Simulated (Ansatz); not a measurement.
Cartesian coordinates in Å:
```
Si 1.105 0.310 1.465
Ge 0.367 0.035 -0.762
C -1.533 -0.151 -1.089
Se -0.748 -1.982 -1.147
H 2.305 -0.530 1.704
H 1.444 1.732 1.736
H -0.009 -0.122 2.345
H 1.203 0.537 -1.946
H -1.918 0.178 -2.047
H -2.216 -0.007 -0.259
```

Charge 0, multiplicity 1.

Problem. List the ωB97M-V/def2-TZVPP orbital energies in eV (Ansatz). (Best estimate.)

Solution. Computed: Occupied: -12367.64, -10866.89, -1807.41, -1587.92, -1422.69, -1422.66, -1422.61, -1362.74, -1210.49, -1210.45, -1210.44, -282.31, -217.36, -174.51, -160.32, -160.22, -160.01, -148.51, -123.81, -123.71, -123.70, -102.63, -102.60, -102.60, -60.23, -60.22, -60.04, -59.97, -59.93, -36.58, -36.55, -36.53, -36.48, -36.45, -23.93, -19.50, -18.69, -16.65, -14.80, -13.08, -12.59, -12.48, -11.29, -10.38, -9.39, -8.47. Lowest empty: 0.80, 1.50, 1.72, 2.32, 2.80, 3.03, 3.33, 3.44.
